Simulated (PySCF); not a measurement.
C3H9Ge, SMILES [CH3][Ge]([CH3])[CH3], multiplicity 2.

Geometry optimised at ωB97X-D3(BJ)/def2-SVP. The isomer is the one that the SMILES or the coordinates give; other isomers of the formula were not compared.

Two levels are set side by side: PBE/def2-TZVP (PySCF) and r2SCAN/def2-TZVP (PySCF). Same geometry, gas phase. Differences are taken from unrounded values.

```json
[
 {"quantity": "α-spin orbital gap (eV)", "PBE": "4.47"},
 {"quantity": "β-spin orbital gap (eV)", "PBE": "4.12"},
 {"quantity": "dipole moment (D)", "PBE": "0.57"},
 {"quantity": "mean polarisability (bohr³)", "PBE": "73.4"}
]
```

Task: These are the PBE values. What does r2SCAN give? (The exact figures need the calculation; the answer reports its results.)

Result: 
```
quantity                     r2SCAN  PBE minus r2SCAN
---------------------------  ------  ----------------
α-spin orbital gap (eV)        5.54             -1.07
β-spin orbital gap (eV)        4.77             -0.64
dipole moment (D)              0.56              0.00
mean polarisability (bohr³)    71.6               1.9
```

Rough cost on one machine, each run with all the roots and properties that it gave: r2SCAN against PBE about 3 times.
